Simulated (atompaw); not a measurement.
**Logarithmic derivatives: Ag, PAW (atompaw)**

* Element: Ag
* Generator: atompaw 4.2.0.5
* Type: PAW
* Functional: LDA (PW92)
* Relativity: scalar-relativistic
* Frozen core: [Ar] 3d10
* Valence charge: 19
* Reference configuration: 4s2 4p6 4d10 5s0 5p0 (charge +1)
* Partial waves: 4s (bound): rc 1.50 bohr; 5s (bound, empty): rc 1.60 bohr; 4p (bound): rc 1.70 bohr; 5p (bound, empty): rc 1.65 bohr; 4d (bound): rc 2.05 bohr; 4d channel at 0.3 Ry: rc 2.05 bohr
* Local potential: bessel scheme, radius 1.95 bohr
* Core correction: smooth core density matched at 1.35 bohr
* Augmentation charge: besselshape compensation charge, radius 1.60 bohr; PAW radius 2.05 bohr; waves and projectors: custom rrkj gramschmidtortho

The phase is arctan(r·u′/u) with u = r·R(r), unwrapped; energies in Ry, scanned from -10 to 5 Ry. A pole is an energy at which the radial function vanishes at the test radius. The pseudo phase is shifted by a multiple of π to meet the all-electron one at the reference energy, and phase errors are pseudo minus all-electron; the curves can meet again beyond the range given. Levels narrower than the energy grid can be missing from the lists of poles.

For each channel, where are the poles, and over which energies does the pseudopotential scatter like the atom?

```
channel  radius (bohr)  reference energy (Ry)  poles, all-electron  poles, pseudo  unbroken range about the reference energy with phases within 0.05 rad  phase error 1 Ry above the reference energy (rad)
      s           2.05                  -0.85          -7.52, 4.46    -7.52, 4.47                                                        the whole range                                             +0.001
      p           2.05                  -0.47                -4.74          -4.74                                                        the whole range                                             +0.001
      d           2.05                  -1.17                -0.47          -0.47                                                        the whole range                                             -0.000
```

Phases in the s channel:

```
E (Ry)  all-electron  pseudo
-10.00         1.389   1.389
 -9.76         1.385   1.385
 -9.52         1.381   1.381
 -9.28         1.376   1.376
 -9.04         1.369   1.369
 -8.80         1.361   1.362
 -8.56         1.351   1.351
 -8.32         1.335   1.335
 -8.08         1.303   1.303
 -7.84         1.191   1.191
 -7.60        -1.358  -1.358
 -7.36        -1.673  -1.673
 -7.12        -1.721  -1.721
 -6.88        -1.743  -1.743
 -6.64        -1.757  -1.757
 -6.40        -1.768  -1.768
 -6.16        -1.778  -1.778
 -5.92        -1.786  -1.786
 -5.68        -1.795  -1.795
 -5.44        -1.804  -1.804
 -5.20        -1.813  -1.813
 -4.96        -1.823  -1.823
 -4.72        -1.833  -1.833
 -4.48        -1.844  -1.844
 -4.24        -1.856  -1.856
 -4.00        -1.869  -1.869
 -3.76        -1.884  -1.884
 -3.52        -1.901  -1.900
 -3.28        -1.919  -1.919
 -3.04        -1.941  -1.941
 -2.80        -1.966  -1.966
 -2.56        -1.996  -1.995
 -2.32        -2.031  -2.031
 -2.08        -2.074  -2.074
 -1.84        -2.128  -2.128
 -1.60        -2.196  -2.196
 -1.36        -2.285  -2.285
 -1.12        -2.403  -2.403
 -0.88        -2.564  -2.564
 -0.64        -2.782  -2.782
 -0.40        -3.060  -3.060
 -0.16        -3.372  -3.371
  0.08        -3.664  -3.663
  0.32        -3.899  -3.899
  0.56        -4.075  -4.075
  0.80        -4.205  -4.205
  1.04        -4.302  -4.301
  1.28        -4.376  -4.375
  1.52        -4.434  -4.433
  1.76        -4.480  -4.479
  2.00        -4.518  -4.518
  2.24        -4.550  -4.549
  2.48        -4.577  -4.577
  2.72        -4.601  -4.600
  2.96        -4.621  -4.621
  3.20        -4.639  -4.639
  3.44        -4.656  -4.655
  3.68        -4.671  -4.670
  3.92        -4.685  -4.684
  4.16        -4.698  -4.697
  4.40        -4.710  -4.709
  4.64        -4.721  -4.721
  4.88        -4.732  -4.731
```
